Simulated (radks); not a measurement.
The numbers below are computed, except where a source is named.
Question: Cl, configuration [Ne] 3s2 3p4 3d1 (not the ground configuration). Level of theory: non-relativistic Kohn-Sham, PBEsol, spin-polarised, spherical densities, point nucleus; open shells are filled with parallel spins first (a radial shooting solver on a logarithmic mesh with Libxc functionals). Some entries of the table are withheld. Estimate them.

| orbital | occ. | eigenvalue (hartree) | <r> (bohr) | <r^2> (bohr^2) |
|---|---|---|---|---|
| 1s up | 1 | -100.8391 | 0.09151 | 0.01126 |
| 1s down | 1 | -100.8260 | 0.09151 | 0.01125 |
| 2s up | 1 | (1) | 0.4469 | (2) |
| 2s down | 1 | (3) | 0.4466 | (4) |
| 2p up | 3 | -7.31412 | 0.4078 | 0.2072 |
| 2p down | 3 | -7.29616 | 0.4075 | 0.2068 |
| 3s up | 1 | -1.01241 | 1.499 | 2.599 |
| 3s down | 1 | -0.92750 | 1.508 | 2.636 |
| 3p up | 3 | -0.55653 | 1.715 | 3.480 |
| 3p down | 1 | -0.47621 | 1.747 | 3.634 |
| 3d up | 1 | -0.02305 | 7.015 | (5) |

Answer: 
(1) 2s up eigenvalue (hartree): -9.48269
(2) 2s up <r^2> (bohr^2): 0.2373
(3) 2s down eigenvalue (hartree): -9.46946
(4) 2s down <r^2> (bohr^2): 0.2369
(5) 3d up <r^2> (bohr^2): 65.70
